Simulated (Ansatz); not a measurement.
```yaml
crystal:
  periodic: [false, false, false]
  atoms:
    - {symbol: B, position_ang: [-0.463882, 0.806609, 0.120558]}
    - {symbol: Si, position_ang: [-0.558169, -0.432686, 0.176839]}
    - {symbol: N, position_ang: [-0.125794, -1.271373, 0.943744]}
    - {symbol: Si, position_ang: [0.579178, 0.699361, -0.622974]}
    - {symbol: H, position_ang: [-1.080510, 1.145529, -0.325518]}
    - {symbol: H, position_ang: [-0.187460, 1.019573, 0.727178]}
    - {symbol: H, position_ang: [-1.106014, -0.946527, -0.514515]}
    - {symbol: H, position_ang: [-0.133736, -1.970570, 0.735340]}
    - {symbol: H, position_ang: [0.192508, -1.066214, 1.507019]}
    - {symbol: H, position_ang: [1.557905, 0.425658, -0.176211]}
    - {symbol: H, position_ang: [0.616026, -0.044423, -1.458776]}
    - {symbol: H, position_ang: [0.802759, 1.592965, -1.070575]}
basis:
  gaussian: {orbitals: def2-SVPD}
hamiltonian: {xc: {name: B97M-V}}
output: {forces: true}
```

```sh
$ ansatz run in.yaml --threads 4 --pin off --events-out ev --progress --plain --max-ram 10444MiB
```

It prints (some lines left out):

```
Functional definition: B97M-V
1302 factors; their error is unknown
mean field evaluation 1: about -17947.9853 eV, gradient 1.1e2 eV
mean field evaluation 2: about -17874.9454 eV, gradient 1.7e2 eV
mean field evaluation 4: about -17974.4811 eV, gradient 1.6e1 eV
mean field evaluation 8: about -17974.9777 eV, gradient 3.6e-1 eV
mean field evaluation 16: about -17974.9458 eV, gradient 1.1e-4 eV
mean field -17974.94577876 eV, -660.5670735136 hartree, gradient 3.3e-5 eV, S^2 0.000000; 0 other end points of the search recorded, 0 dependent functions left out
reference -17974.94586823 eV, -660.5670768016 hartree; 24, 24 occupied and 128, 128 virtual orbitals, 1302 factors
Total energy: -17974.94586823 eV, -660.5670768016 hartree
Atom 0 at    -0.463882     0.806609     0.120558 Å, force   -32.058522    24.668700    -6.123037 eV/Å
Atom 1 at    -0.558169    -0.432686     0.176839 Å, force   -21.892746    -3.730065   -11.978007 eV/Å
Atom 2 at    -0.125794    -1.271373     0.943744 Å, force    -1.844985   -21.385424     4.438691 eV/Å
Atom 3 at     0.579178     0.699361    -0.622974 Å, force    22.242962     1.201335   -14.541323 eV/Å
Atom 4 at    -1.080510     1.145529    -0.325518 Å, force   -15.385168     9.426667   -10.856182 eV/Å
Atom 5 at    -0.187460     1.019573     0.727178 Å, force    17.720428    16.389402    40.610139 eV/Å
Atom 6 at    -1.106014    -0.946527    -0.514515 Å, force   -14.118062   -13.091958   -17.953886 eV/Å
Atom 7 at    -0.133736    -1.970570     0.735340 Å, force     0.165071   -32.900865    -8.034687 eV/Å
Atom 8 at     0.192508    -1.066214     1.507019 Å, force    23.643314    13.111561    41.609445 eV/Å
Atom 9 at     1.557905     0.425658    -0.176211 Å, force    14.843662    -4.414441     7.287112 eV/Å
Atom 10 at     0.616026    -0.044423    -1.458776 Å, force     0.465053   -11.186773   -12.319013 eV/Å
Atom 11 at     0.802759     1.592965    -1.070575 Å, force     6.218992    21.911859   -12.139251 eV/Å
Dipole moment:    -0.111348    -0.516558     0.481555 e Å
```

In this input the geometry is squeezed to about two thirds of its size. The calculation finished and met its thresholds. The result belongs to that input, not to the molecule as meant.
